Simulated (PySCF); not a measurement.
**Structure from NMR data**

An unknown has the formula C6H8O3S. Its calculated NMR data are:

1H NMR (400 MHz, computed): δ 7.31 (d, 1H), 7.02 (m, 1H), 6.61 (m, 1H), 4.13 (br s, 1H), 3.45 (m, 1H), 1.40 (d, 3H).

13C{1H} NMR (computed): δ 158.8, 156.0, 147.8, 136.2, 51.8, 14.6.

PySCF 2.14 calculation with PBE0-D3(BJ)/def2-SVP structure and PBE0/pcSseg-1 with gauge-including orbitals; non-relativistic Hamiltonian, in vacuum, single conformer, rapidly exchanging positions averaged.

δ = σ(ref) − σ, references computed at the same level: TMS for 1H (σ = 31.27 ppm) and 13C (σ = 184.41 ppm).

Question: What is the structure?

Answer: 
- Rings plus π bonds: 3.
- 6 carbon signals for 6 carbons: no two carbons are equivalent.
- Carbon types of the structure: 1 × C, 4 × CH, 1 × CH3, leaving 1 H on heteroatoms.
- δC 158.8, 147.8, 136.2: alkene CH; the olefinic region.
- δC 156.0: fully substituted alkene carbon; the olefinic region.
- δC 51.8: allylic sp3 CH; a saturated carbon with 3 carbon neighbours and no heteroatom attached.
- δC 14.6: methyl carbon; aliphatic region, no heteroatom directly attached.
- δH 7.31, 7.02, 6.61: hydrogen on an alkene CH; a vinylic proton, deshielded by the sp2 carbon and the C=C anisotropy.
- δH 4.13: hydrogen on an oxygen bonded to S; exchangeable, gas-phase position.
- δH 3.45: hydrogen on an allylic sp3 CH.

These data were computed for SMILES C[C@@H]1C=CC=C1S(=O)(=O)O.

The data come from this structure; uniqueness wasn't tested.

OH/NH shifts are gas-phase values; hydrogen bonding in solution moves them, usually downfield. Shifts are as computed. Against solution values, carbons near 30 ppm lie about +2 ppm off and those near 130 ppm about +5 ppm. Of 1211 compounds with measured shifts, 218 miss one by over three times the rms of a fit or turn the order of signals round; such compounds aren't used in these exercises. No couplings were computed; multiplicities are counted from neighbouring protons, with m where these are inequivalent, close in shift, in a saturated or five-membered ring or joined by F or P, and br s for small geminal =CH2 splittings.
